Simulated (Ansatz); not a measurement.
`[SiH3][O][GaH][SiH3]` + H₂O → `[OH][GaH][O][SiH3]` + SiH₄ at 700 K and 1 bar (formal hydrolysis of a Ga–Si bond).

Computed with Ansatz on PBE0-D4/def2-TZVP structures; ΔE is electronic, products minus reactants. CCSD(T)/CBS is the MP2 limit (def2-TZVPP, def2-QZVPP) plus CCSD(T) − MP2 in def2-TZVPP, frozen cores. This one scheme is used for every species. For Ga outer-core shells are correlated without core-valence functions, which leaves a few kJ/mol of doubt a bond. Scalar relativity is left out up to krypton. One conformer a species, not always the lowest.

| species | CCSD(T)/CBS energy (Eh) | H − E (kJ/mol) | S (J/(mol·K)) |
| --- | --- | --- | --- |
| `[SiH3][O][GaH][SiH3]` | -2581.53641 | 250.2 | 531.7 |
| H₂O | -76.37941 | 80.5 | 218.4 |
| `[OH][GaH][O][SiH3]` | -2366.47032 | 207.0 | 471.6 |
| SiH₄ | -291.46306 | 115.5 | 252.9 |

H − E and S are ideal-gas, rigid-rotor, harmonic terms from PBE0-D4/def2-TZVP, for one conformer and one mirror image of each species. 1 Eh = 2625.50 kJ/mol, R = 8.31446 J/(mol·K).

Question: By hand: ΔE, ΔH, ΔS and ΔG.

Answer: ΔE = (-2366.47032) + (-291.46306) − (-2581.53641) − (-76.37941) = -0.01756 Eh = -46.1 kJ/mol. Δ(H − E) = 207.0 + 115.5 − 250.2 − 80.5 = -8.2, so ΔH = -54.3 kJ/mol. ΔS = 471.6 + 252.9 − 531.7 − 218.4 = -25.6 J/(mol·K). ΔG = -54.3 − 700 × (-25.6)/1000 = -36.4 kJ/mol.

Question: By hand: the equilibrium constant, and the temperature at which ΔG would vanish if ΔH and ΔS stayed fixed.

Answer: log₁₀ K = −ΔG/(RT ln 10) = 2.7. ΔG = 0 at ΔH/ΔS = 2121 K.

ΔH outweighs TΔS. A doubt of 5 kJ/mol in ΔE shifts log₁₀ K by 0.4 here. Other conformers and mirror images would add mixing entropy, several J/(mol·K) or more a flexible species. Modes under 60 cm⁻¹, often nearly free rotors, make the harmonic entropy too high. These are equilibria of isolated gas molecules and say nothing of rates. Largest T1 diagnostic: 0.014 (customary marks: 0.02 for closed shells, 0.045 for open ones).
